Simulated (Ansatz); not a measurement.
Mulliken charges of `IC1C=C1` from r2SCAN/def2-TZVPP in Ansatz (PBE0-D4/def2-TZVP geometry).

```csv
atom,x (Å),y (Å),z (Å),charge (e)
I1,-2.209,-0.297,-1.087,-0.176
C2,-0.138,0.171,-0.607,0.000
C3,0.250,0.496,0.765,-0.113
C4,0.615,-0.667,0.326,-0.113
H5,0.285,0.637,-1.490,0.091
H6,0.184,1.219,1.560,0.156
H7,1.075,-1.627,0.486,0.156
```

Task: By hand: the dipole of these point charges (1 e Å = 4.8032 D).

Result: Σ q r = (0.513, 0.066, 0.252) e Å, of length 0.575 e Å = 2.76 D.

Task: How does the dipole of the full density compare? (Best estimate.)

Result: Computed: (0.566, 0.061, 0.308) e Å, 3.11 D; the point charges give 0.89 times that, at 3° from its direction.

Point charges leave out the atoms' own dipoles, such as those of lone pairs, and Mulliken's split depends on the basis, so the close match here is no proof of good charges.
